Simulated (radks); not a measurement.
In, 49 electrons, occupied as [Kr] 4d10 5s2 5p1.

All-electron calculation, scalar-relativistic Kohn-Sham, PBE, spin-polarised, spherical densities, point nucleus; open shells are filled with parallel spins first (spin-orbit coupling, left out, can overturn this in heavy ions). Program: a radial shooting solver on a logarithmic mesh with Libxc functionals.

Energy parts (eV):
part                       energy
total                 -160047.629
kinetic                166821.015
electron-nucleus      -386990.031
Hartree                 64461.704
exchange-correlation    -4340.318

Orbitals (lengths in bohr, moments of r in powers of bohr; <r^-3> diverges for s and p1/2; r(90%) holds 90 % of the orbital's charge):
orbital  occ.  eigenvalue (eV)  <r^-3>     <r^2>   <1/r>  r(90%)
1s up       1        -27754.34       -  0.001195   51.86  0.0534
1s down     1        -27754.33       -  0.001195   51.86  0.0534
2s up       1        -4155.578       -   0.01947   11.82   0.199
2s down     1        -4155.578       -   0.01947   11.82   0.199
2p up       3        -3729.774    4374   0.01536   11.38   0.183
2p down     3        -3729.768    4374   0.01536   11.38   0.183
3s up       1        -788.5141       -    0.1390   4.182   0.513
3s down     1        -788.5067       -    0.1390   4.182   0.513
3p up       3        -649.0817   800.6    0.1399   3.982   0.522
3p down     3        -649.0732   800.6    0.1399   3.982   0.522
3d up       5        -432.6574   109.9    0.1250   3.753   0.512
3d down     5        -432.6507   109.9    0.1250   3.753   0.512
4s up       1        -119.6106       -    0.8143   1.633    1.23
4s down     1        -119.5969       -    0.8142   1.633    1.23
4p up       3         -78.0826   139.9    0.9729   1.476    1.36
4p down     3         -78.0660   139.9    0.9722   1.476    1.36
4d up       5         -18.6039   12.28     1.692   1.135    1.87
4d down     5         -18.5300   12.35     1.674   1.138    1.86
5s up       1          -8.4436       -     7.880  0.4904    3.93
5s down     1          -7.8674       -     7.772  0.4956    3.91
5p up       1          -2.7784   6.274     16.24  0.3456    5.79
5p down     0          -2.1205   6.372     16.36  0.3459    5.82

The highest occupied level is 5p up at -2.778 eV. For comparison, the ionisation energy in NIST's Atomic Spectra Database is 5.786 eV (measured). In exact Kohn-Sham theory the highest level is minus the ionisation energy, but local and semilocal functionals leave it too shallow, through self-interaction and a potential that decays too fast; potentials with the right tail come closer.
